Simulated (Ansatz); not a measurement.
The molecule BeB+, multiplicity 3 (an upper state: multiplicity 1 came lower at CCSD(T)/def2-TZVPP on PBE0 minima).

Constants: fifth-degree fit in 1/R to seven points, most abundant isotopes. In def2 and cc sets the state is the lowest found near the PBE0 minimum, followed along R.

The values were computed with Ansatz (Gaussian basis) for Hartree–Fock, density functionals and correlated methods. Each number belongs to the level named beside it.

| level | r_e (Å) | ω_e (cm⁻¹) | B_e (cm⁻¹) | α_e (cm⁻¹) |
|---|---|---|---|---|
| PBE/def2-TZVPP | 1.828 | 796 | 1.02 | 0.014 |
| PBE0/def2-TZVPP | 1.808 | 828 | 1.04 | 0.014 |
| wB97X-V/def2-TZVPP | 1.797 | 857 | 1.05 | 0.014 |
| CCSD/def2-TZVPP | 1.813 | 804 | 1.04 | 0.016 |
| CCSD(T)/def2-TZVPP | 1.820 | 792 | 1.03 | 0.015 |

Correlated levels freeze the inner cores; with def2 sets outer-core shells near the valence are correlated too.

Ansatz is a program for electronic structure.
